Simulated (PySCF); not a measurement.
Molecule: heptafluorocyclopentane, C5H3F7 (charge 0, singlet). 
Geometry from a B3LYP-D3(BJ)/def2-TZVP (Ansatz) optimisation:
```
C
F 1 1.3469
F 1 1.3552 2 108.35
C 1 1.5326 2 113.79 3 123.18
F 4 1.3749 1 111.40 2 -78.10
H 4 1.0909 5 108.15 1 -118.91
C 4 1.5349 6 112.40 5 124.05
H 7 1.0867 4 112.59 6 -27.85
H 7 1.0890 8 109.19 4 121.07
C 7 1.5349 8 110.69 9 119.56
F 10 1.3542 7 112.61 8 1.01
F 10 1.3565 11 107.40 7 122.92
C 1 1.5463 2 112.55 3 -120.32
F 13 1.3368 1 113.68 2 74.39
F 13 1.3571 14 108.99 1 120.43
```

Dispersion corrections to the total energy (kcal/mol) from the dftd3 and dftd4 libraries through PySCF: D3(BJ) without and D4 with the three-body term, each with the damping fitted for the functional named.

```json
[
 {"functional": "BP86", "D3(BJ)": "-13.12", "D4": "-12.39"},
 {"functional": "BLYP", "D3(BJ)": "-17.90", "D4": "-20.95"},
 {"functional": "revPBE", "D3(BJ)": "-22.00", "D4": "-31.49"},
 {"functional": "TPSS", "D3(BJ)": "-10.77", "D4": "(withheld)"},
 {"functional": "BHLYP", "D3(BJ)": "(withheld)", "D4": "-10.29"},
 {"functional": "B2GP-PLYP", "D3(BJ)": "-4.71", "D4": "-4.00"},
 {"functional": "B3LYP", "D3(BJ)": "(withheld)", "D4": "-14.97"}
]
```

Q: Complete the blanks.

A: 
- TPSS, D4: -12.80
- BHLYP, D3(BJ): -11.05
- B3LYP, D3(BJ): -14.55
